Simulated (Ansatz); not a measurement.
`[CH3][Al]([NH2])[SiH2]F` and `[CH3][Al]([NH2])[Cl]` differ in one atom or group.

Ansatz, PBE0-D4/def2-TZVP geometries, multiplicity 1. Each molecule was computed in one conformer, which needn't be the lowest.

| property | `[CH3][Al]([NH2])[SiH2]F` |
| --- | --- |
| HOMO–LUMO gap (PBE0/def2-TZVPP) / eV | 6.24 |
| HOMO–LUMO gap (B3LYP/def2-TZVPP) / eV | 5.88 |
| HOMO energy (ωB97M-V/def2-TZVPP) / eV | -9.31 |
| LUMO energy (B3LYP/def2-TZVPP) / eV | -1.21 |
| HOMO–LUMO gap (PBE/def2-TZVPP) / eV | 4.32 |
| LUMO energy (PBE0/def2-TZVPP) / eV | -1.04 |

Q: What does the change do to each property? (Best estimate.)

A: Computed: 
```csv
property,`[CH3][Al]([NH2])[Cl]`,shift
HOMO–LUMO gap (PBE0/def2-TZVPP) / eV,7.59,1.35
HOMO–LUMO gap (B3LYP/def2-TZVPP) / eV,7.04,1.16
HOMO energy (ωB97M-V/def2-TZVPP) / eV,-10.00,-0.69
LUMO energy (B3LYP/def2-TZVPP) / eV,-0.31,0.90
HOMO–LUMO gap (PBE/def2-TZVPP) / eV,5.40,1.08
LUMO energy (PBE0/def2-TZVPP) / eV,-0.01,1.03
```

With PBE0 the HOMO falls by 0.33 eV and the LUMO rises by 1.03 eV, so the gap widens by about 1.36 eV. PBE moves the HOMO by -0.09 eV and ωB97M-V by -0.69 eV.

B3LYP here is the variant with VWN-RPA as its local correlation; programs differ in this.
